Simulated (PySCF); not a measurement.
Species: C7H8 (charge +1 and doublet state).
Geometry (GFN2-xTB, Å), atoms numbered from 1 in this order:
```
atom  x, y, z in Å
C1     1.7409    1.1203    1.3568
C2     1.2951    0.4698    0.4412
C3     0.7740   -0.2885   -0.6243
C4     1.6561   -0.9131   -1.4795
C5    -0.6510   -0.3923   -0.7974
C6    -1.5570    0.8013   -0.3938
C7    -1.5763   -0.3863    0.4495
H8     2.1431    1.6869    2.1498
H9     2.7223   -0.8232   -1.3410
H10    1.3062   -1.5078   -2.3088
H11   -0.9770   -0.9879   -1.6405
H12   -2.3736    0.9880   -1.0767
H13   -1.0334    1.6834   -0.0526
H14   -2.4065   -1.0753    0.3867
H15   -1.0672   -0.3672    1.4029
```

The hyperfine couplings belong to this conformer and change with its torsions.

The species is `[CH+]=[C]C(=C)C1CC1` [radical] (charge +1).

Computed with UKS B3LYP, pcH-1 on C H, non-relativistic, mean-field spin-orbit, GIAO in PySCF 2.14.0. Isolated species at its GFN2-xTB geometry (one conformer only). Couplings are sensitive to structure, and on GFN2-xTB geometries they can be far from those on DFT ones, by a factor of two or more for some ions and for spin on atoms past the first row. No stability test was run, so a lower SCF solution isn't excluded.

Task: Break the g tensor into its mass correction, gauge correction and orbital-Zeeman/spin–orbit terms.

Result: 
| Δg (ppm) | 1 | 2 | 3 |
| --- | --- | --- | --- |
| relativistic mass correction | -144 | -144 | -144 |
| gauge correction | 8 | 29 | 28 |
| orbital Zeeman/spin–orbit | 341 | 896 | 1922 |
| total | 205 | 780 | 1806 |

So g = 2.00252, 2.00310, 2.00413 and g_iso = 2.00325; the tensor is rhombic: the two nearest values differ by 36 % of g3 − g1. Axes: g3 points within 2° of the C5–H11 bond.

Task: Average each term over the three axes. Which is largest in size?

Result: The orbital-Zeeman/spin–orbit term 1053, the mass correction -144 and the gauge correction 22 ppm, for a total of 930 ppm. The orbital-Zeeman/spin–orbit term is the largest in size. The mass correction is the same along every axis, so the anisotropy comes from the other two: their spans along these axes are 20 (gauge) and 1581 ppm (orbital Zeeman/spin–orbit).

Task: At 34.072 GHz, how far is the centre of the isotropic spectrum from where a free electron (g = 2.002319) resonates?

Result: B = hν/(g μB) with μB/h = 13.99624 MHz/mT gives 1215.77 mT for the free electron and 1215.21 mT at g_iso, 0.56 mT lower.

Task: What are the electron Larmor frequencies g μB B/h along the three axes at 340 mT?

Result: 9.5295, 9.5322, 9.5371 GHz for g1, g2 and g3, a range of 7.6 MHz.

Task: In a frozen sample, at which fields do the three g values resonate at 9.5, 34, 94 and 263 GHz (hyperfine left aside), and which band first spreads them over more than twice a line width of 0.5 mT?

Result: 
| band | GHz | B(g3) mT | B(g2) mT | B(g1) mT | spread mT |
| --- | --- | --- | --- | --- | --- |
| X | 9.5 | 338.68 | 338.85 | 338.95 | 0.27 |
| Q | 34.0 | 1212.11 | 1212.73 | 1213.08 | 0.97 |
| W | 94.0 | 3351.13 | 3352.85 | 3353.81 | 2.68 |
| J | 263.0 | 9376.04 | 9380.84 | 9383.53 | 7.49 |

The spread grows in proportion to the frequency. W band is the first where it exceeds 1.0 mT.

Largest spin populations (Mulliken): C4 (+0.62), C1 (+0.17), C5 (+0.11) and C7 (+0.07). The angles at C4 add up to 360.0°, so it is planar; its axial dipolar tensor and the negative couplings of its protons fit spin in a p orbital normal to that plane.

The HOMO–LUMO gaps are 5.45 eV among the α and 2.74 eV among the β orbitals.

The run took 85 s (grids of density and orbitals included) on an Arm Neoverse N1 with one thread, shared host with 64 logical CPUs at a one-minute load of 49, and the process peaked at 1.0 GiB of memory.

The SMILES draws the unpaired electron on C2; the largest computed Mulliken spin population is on C4 (0.62 against -0.02).
